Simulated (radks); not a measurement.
Question: These are the eigenvalues of the occupied orbitals of an atom or ion with whole-number occupations (Ry). Method: Dirac Kohn-Sham, BLYP, spin-unpolarised, spherical densities, point nucleus; computed with a radial shooting solver on a logarithmic mesh with Libxc functionals.

1s1/2: -4353.498
2s1/2: -734.4612
2p1/2: -700.0538
2p3/2: -627.9811
3s1/2: -165.4082
3p1/2: -150.2775
3p3/2: -135.0602
3d3/2: -109.2599
3d5/2: -105.9342
4s1/2: -32.95003
4p1/2: -26.86858
4p3/2: -23.43120
4d3/2: -13.43167
4d5/2: -12.80659
5s1/2: -4.39691
5p1/2: -2.75817
5p3/2: -2.33742
4f5/2: -0.75070
6s1/2: -0.67817
4f7/2: -0.66278

Which element is it, and in what charge state? The configuration may be excited. Open shells, if any, fill j = l - 1/2 first.

Answer: Z = 69, thulium, charge +1: Tm+ in [Xe] 4f13 6s1. The list shows which subshells hold electrons but not how many an open one holds; the 1s level, -2176.7 hartree, gives Z - s = 66.0 by -(Z - s)^2/2, which with screening and relativity narrows Z to a few neighbours, and the depths of the outer levels then fix element, charge and occupations together.
